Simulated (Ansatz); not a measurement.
Species: sum formula InH₂F, charge 0, multiplicity 1. SMILES: [F][InH2]
Geometry from a B3LYP-D3(BJ)/def2-TZVP (Ansatz, a first-principles code) optimisation:
```xyz
4

F     -0.8615     1.4647     0.0100
In     0.1404    -0.2388    -0.0016
H     -0.9461    -1.5548     0.0089
H      1.8186     0.0714    -0.0191
```
Charge 0, spin multiplicity 1.

Wanted: atomisation energy (electronic, to ground-state atoms), in kJ/mol. Correlated levels leave the core frozen unless marked. UHF or UKS for open shells. Spin-orbit coupling is left out. Frozen are the shells of the preceding noble gas and the d and f shells that filled before the atom's block. Past Kr the def2 sets carry scalar-relativistic core potentials. The coupled-cluster limit lacks core correlation, which all-electron functionals hold. CBS marks a two-point X^-3 extrapolation of the correlation energy; Hartree-Fock from the larger set.

```csv
level,program,atomisation energy (kJ/mol)
PBE-D3(BJ)/def2-TZVPD,Ansatz + dftd3,917.1
BLYP-D3(BJ)/def2-TZVPD,Ansatz + dftd3,[?]
r2SCAN-D3(BJ)/def2-TZVPD,Ansatz + dftd3,922.5
r2SCAN-D4/def2-TZVPD,Ansatz + dftd4,922.5
PBE0-D3(BJ)/def2-TZVP,Ansatz + dftd3,892.6
PBE0-D4/def2-TZVP,Ansatz + dftd4,892.8
PBE0-D4/def2-TZVPD,Ansatz + dftd4,894.4
BHLYP/def2-TZVPD,Ansatz,[?]
r2SCANh/def2-TZVPD,Ansatz,910.5
LC-wPBE/def2-TZVPD,Ansatz,933.6
wB97M-V/def2-TZVPD,Ansatz,[?]
B2GP-PLYP-D4/def2-TZVPD,Ansatz + dftd4,908.0
"CCSD(T)/CBS(def2-TZVPPD,def2-QZVPPD)",Ansatz,[?]
```

Task: What belongs in the gaps?

Result: 
- BLYP-D3(BJ)/def2-TZVPD, atomisation energy (kJ/mol): 908.7
- BHLYP/def2-TZVPD, atomisation energy (kJ/mol): 870.5
- wB97M-V/def2-TZVPD, atomisation energy (kJ/mol): 925.8
- CCSD(T)/CBS(def2-TZVPPD,def2-QZVPPD), atomisation energy (kJ/mol): 937.0
